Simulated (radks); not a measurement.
Task: The mean radii <r> (bohr) of the occupied orbitals of an atom or ion are listed with their occupations. Method: non-relativistic Kohn-Sham, LDA (Slater exchange, Perdew-Wang correlation), spin-polarised, spherical densities, point nucleus; computed with a radial shooting solver on a logarithmic mesh with Libxc functionals.

| orbital | occ. | <r> |
|---|---|---|
| 1s | 2 | 0.5848 |

Name the element and its charge. Open shells, if any, are filled with parallel spins first.

Result: Z = 3, lithium, charge +1: Li+ in [He]. The 1s radius gives Z: for a bare nucleus <r> = 1.5/Z, 0.5 bohr for Z = 3, and screening makes it slightly larger (0.5848 here). The occupations add up to 2, and the charge is Z minus that.
